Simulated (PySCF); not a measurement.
Computed IR spectrum (relative IR intensity) of a molecule C4H5NO. Geometry optimised at TPSSh-D3(BJ)/def2-SVP. Other conformers were not sampled. Method: TPSSh-D3(BJ)/def2-SVP (PySCF). Frequencies are harmonic and unscaled.

ν (cm⁻¹): 102 (w), 184 (w), 876 (m), 984 (m), 1065 (vs), 1105 (vw), 1231 (w), 1336 (w), 1385 (w), 2352 (m), 3026 (vs), 3035 (w), 3091 (w), 3101 (w), 3108 (m) (against the strongest line: vs over 80 %, s over 45 %, m over 15 %, w over 4 %, vw less)

### Question
Which molecule gave these data?
A. C=C1COC=N1
B. N#CC1COC1
C. O=C1C=NCC1
D. Nc1ccoc1

### Answer
B, N#CC1COC1
